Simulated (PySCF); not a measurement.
C2HCl2, doublet (typed; the unrestricted solution is spin-contaminated), at a GFN2-xTB geometry. Base run: HF/6-31G* in PySCF.

PySCF was given this input:
```python
from pyscf import gto, scf

mol = gto.Mole()
mol.atom = '''
    Cl    1.835264   -0.193923    0.109834
    C     0.396709   -0.970670    0.111893
    C    -0.868701   -0.747284    0.027652
    Cl   -1.572809    0.888736   -0.162707
    H    -1.629780   -1.504093    0.061569
'''
mol.basis = '6-31g*'
mol.charge = 0
mol.spin = 1
mol.verbose = 4
mol.build()

mf = scf.UHF(mol)
mf.kernel()
```

Variants of this job, named by their change:

```
change                                                                                                                  ΔE vs base (mEh)  fitting functions  dipole (D)
----------------------------------------------------------------------------------------------------------------------  ----------------  -----------------  ----------
base                                                                                                                               0.000                  -        1.39
auxbasis = cc-pvtz-jkfit                                                                                                           0.084                430        1.39
auxbasis = def2-universal-jkfit                                                                                                    0.108                424        1.39
auxbasis = even-tempered beta=1.6                                                                                                  0.077                905        1.39
auxbasis = autoaux                                                                                                                 0.475                533        1.39
auxbasis = def2-tzvp-ri                                                                                                           -9.285                393        1.39
auxbasis = cc-pvtz-ri                                                                                                              5.813                436        1.38
auxbasis = def2-svp-ri                                                                                                             553.3                234        1.32
auxbasis = cc-pvqz-jkfit                                                                                                           0.024                559        1.39
exchange = seminumerical (SGX) (with mf = sgx.sgx_fit(mf, auxbasis='def2-universal-jfit'); with mf.with_df.dfj = True)            -0.070                211        1.39
```

A fitting set is made for a task (jfit for Coulomb, jkfit for Coulomb and exchange, ri for correlation) and for a family of orbital bases.

Open shells are given as the SCF converged; they aren't shown to be the lowest states, and a large step between rows can be another state.
